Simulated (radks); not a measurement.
Results of a calculation; reference values are marked as such.
Q: Species: Ag+. Configuration: [Ar] 3d10 4s2 4p5 4d10 4f1 (not the ground configuration). Level of theory: scalar-relativistic Kohn-Sham, AM05, spin-polarised, spherical densities, finite nucleus; open shells are filled with parallel spins first (spin-orbit coupling, left out, can overturn this in heavy ions); Fermi nuclear charge, rms radius 4.5454 fm (a radial shooting solver on a logarithmic mesh with Libxc functionals). Some entries of the table are withheld. Estimate them.

orbital  occ.  eigenvalue (Ry)  <r^2> (bohr^2)  <1/r> (bohr^-1)
1s up       1        -1861.209        0.001310            49.39
1s down     1        -1861.191        0.001310            49.39
2s up       1        -275.4578         0.02149            11.22
2s down     1        -275.4441         0.02149            11.22
2p up       3        -247.3638         0.01692            10.84
2p down     3        -247.3450         0.01692            10.84
3s up       1        -51.77179          0.1558            3.940
3s down     1        -51.75158          0.1557            3.940
3p up       3        -42.54279          0.1572            3.755
3p down     3        -42.52017          0.1571            3.755
3d up       5        -27.95708          0.1426            3.530
3d down     5        -27.93372          0.1424            3.531
4s up       1         -8.51896          0.9310            1.524
4s down     1         -8.43563          0.9340            1.522
4p up       3         -5.81990           1.121            1.373
4p down     2         -5.74260           1.128            1.370
4d up       5         -1.95959           1.972              (1)
4d down     5         -1.90434           2.019              (2)
5s up       0              (3)           7.160           0.5123
5s down     0              (4)           7.221           0.5096
5p up       0         -0.80303           11.46              (5)
5p down     0         -0.80275           11.39              (6)
5d up       0         -0.35208           39.15           0.2104
4f up       1         -0.18998           81.19           0.1309

A: 
(1) 4d up <1/r> (bohr^-1): 1.042
(2) 4d down <1/r> (bohr^-1): 1.032
(3) 5s up eigenvalue (Ry): -1.27933
(4) 5s down eigenvalue (Ry): -1.27582
(5) 5p up <1/r> (bohr^-1): 0.4047
(6) 5p down <1/r> (bohr^-1): 0.4042
